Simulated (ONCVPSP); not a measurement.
# titanium: one change to an ONCV potential, before and after

```
Element                 : Ti (Z = 22)
Generator               : ONCVPSP 4.0.1
Type                    : optimised norm-conserving Vanderbilt (ONCV)
Functional              : revPBE
Relativity              : scalar-relativistic
Frozen core             : [Ne]
Valence charge          : 12
Reference configuration : 3s2 3p6 3d2 4s2
Partial waves           : 3s+4s: rc 1.60 bohr, ncon 4, nbas 8, qcut 9.3 1/bohr, 2 projectors; 3p: rc 0.95 bohr, ncon 4, nbas 7, qcut 9.6 1/bohr, 2 projectors, debl 2 Ha; 3d: rc 2.25 bohr, ncon 4, nbas 9, qcut 5.6 1/bohr, 2 projectors, debl 3.2 Ha
Local potential         : polynomial inside 0.90 bohr (lpopt 5, dvloc0 0 Ha)
Core correction         : Teter function, parameters optimised by the program
```

All-electron outer shells of the reference configuration (revPBE, scalar-relativistic, ld1.x):

| shell | level (eV) | outermost node (bohr) | outermost maximum (bohr) |
| --- | --- | --- | --- |
| 2p | -444.22 | – | 0.22 |
| 3s | -62.70 | 0.40 | 0.87 |
| 3p | -38.88 | 0.37 | 0.90 |
| 4s | -4.43 | 1.24 | 2.96 |
| 3d | -4.21 | – | 0.98 |

Change: local potential polynomial inside 0.75 bohr (lpopt 5, dvloc0 4 Ha).

Cutoffs: the cutoffs (Ha) at which the residual kinetic energy of the hardest occupied pseudo-wave falls to 1 and 0.1 mHa per electron; they do not see the model core or the augmentation charge, which bear on the density cutoff. Errors are all-electron minus pseudo energies relative to the spin-unpolarised reference configuration.

What does the change do?

The potential gets neither clearly harder nor softer (38 Ha and 68 Ha → 38 Ha and 68 Ha); the errors of the 4 common tests hardly move; the range in which the d phases agree narrows (upper end 4.3 → 1.0); neither file shows a bound ghost.

```tsv
quantity	base	changed
cutoff, loose	38 Ha	38 Ha
cutoff, tight	68 Ha	68 Ha
bound ghosts	none	none
GHOST(+) flags under 300 eV	none	s at 259.4 eV
error for 3s2 3p6 3d2 4s1, meV [ΔE 7.28 eV]	+0.5	+0.5
error for 3s2 3p6 3d2 4s0, meV [ΔE 20.71 eV]	-4.5	-4.4
error for 3s2 3p6 3d1 4s0, meV [ΔE 47.57 eV]	+233	+234
error for 3s2 3p6 3d2.5 4s1.5, meV [ΔE 0.36 eV]	+27	+27
s: phases at 1.62 bohr within 0.05 rad from the reference energy up to (Ha; the scan ends near 5)	to the end of the scan	to the end of the scan
p: phases at 0.96 bohr within 0.05 rad from the reference energy up to (Ha; the scan ends near 5)	to the end of the scan	to the end of the scan
d: phases at 2.28 bohr within 0.05 rad from the reference energy up to (Ha; the scan ends near 5)	4.3	1.0
rms error of d²Exc/dni dnj with the model core, mHa	1.62	1.62
```
